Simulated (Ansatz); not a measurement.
One change: `[SiH3][CH](S)[SbH2]` becomes `[SiH3]C([SiH3])S`.

Ansatz, PBE0-D4/def2-TZVP geometries, multiplicity 1. Each molecule was computed in one conformer, which needn't be the lowest.

Elements past krypton have def2 core potentials.

```tsv
property	`[SiH3][CH](S)[SbH2]`
size of the dipole moment (B3LYP/def2-TZVPP) / D	1.45
LUMO energy (PBE0/def2-TZVPP) / eV	-1.05
HOMO energy (PBE0/def2-TZVPP) / eV	-6.66
size of the dipole moment (PBE/def2-TZVPP) / D	1.36
HOMO energy (PBE/def2-TZVPP) / eV	-5.54
LUMO energy (PBE/def2-TZVPP) / eV	-1.83
```

Give the same properties after the change, and the shifts. (An estimate is asked.)

Computed: 
```json
{"property": "size of the dipole moment (B3LYP/def2-TZVPP) / D", "`[SiH3]C([SiH3])S`": "0.62", "shift": "-0.83"}
{"property": "LUMO energy (PBE0/def2-TZVPP) / eV", "`[SiH3]C([SiH3])S`": "-0.33", "shift": "0.72"}
{"property": "HOMO energy (PBE0/def2-TZVPP) / eV", "`[SiH3]C([SiH3])S`": "-6.82", "shift": "-0.16"}
{"property": "size of the dipole moment (PBE/def2-TZVPP) / D", "`[SiH3]C([SiH3])S`": "0.54", "shift": "-0.82"}
{"property": "HOMO energy (PBE/def2-TZVPP) / eV", "`[SiH3]C([SiH3])S`": "-5.65", "shift": "-0.11"}
{"property": "LUMO energy (PBE/def2-TZVPP) / eV", "`[SiH3]C([SiH3])S`": "-1.22", "shift": "0.61"}
```

With PBE0 the HOMO falls by 0.16 eV and the LUMO rises by 0.72 eV, so the gap widens by about 0.88 eV. PBE moves the HOMO by -0.11 eV and ωB97M-V by -0.23 eV. Dipoles are sizes alone; their direction can turn.

B3LYP here is the variant with VWN-RPA as its local correlation; programs differ in this.

Spin–orbit coupling is left out; it splits and shifts lone-pair levels of the heavy atoms by tenths of an eV.
